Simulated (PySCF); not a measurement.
Highest harmonic wavenumber (cm⁻¹) of eight compounds of closed-shell metals: PBE-D3(BJ) beside B3LYP-D3(BJ), computed with PySCF for isolated molecules in the bases named; differences from unrounded values. The eight are the first of their class met in an unordered collection, after screening for sound electronic states; none was chosen by its value. Each level has its own optimised geometry.

```csv
molecule,basis,B3LYP-D3(BJ),PBE-D3(BJ),difference
"Al(AsH2)2(H) (AlAs2H5), SMILES [AsH2][AlH][AsH2]",def2-SVP,2182,2136,-47
"AlClH₂Se₂, SMILES [SeH][Al]([Cl])[SeH]",def2-SVP,2408,2357,-51
"C4H9Al, SMILES C(=C)[CH2][AlH][CH3]",def2-SVP,3241,3179,-62
"Al(NHMe)(OH)2 (CH₆AlNO₂), SMILES [Al]([OH])([NH]C)[OH]",def2-SVP,3944,3832,-112
"AlH6NO2Si, SMILES N[SiH2][Al]([OH])[OH]",def2-SVP,3933,3821,-113
"Al(All)(Cl)(H) (C3H6AlCl), SMILES C=C[CH2][AlH][Cl]",def2-SVP,3241,3183,-57
"Al(H)(OMe)2 (C2H7AlO2), SMILES C[O][AlH][O]C",def2-SVP,3054,2988,-66
"Zn(OMe)(SH) (CH4OSZn), SMILES C[O][Zn][SH]",def2-SVP,3030,2969,-61
```

PBE-D3(BJ) lies below B3LYP-D3(BJ) in 8 and above it in 0 of the eight; the mean signed difference is -71 and the largest -113 cm⁻¹.
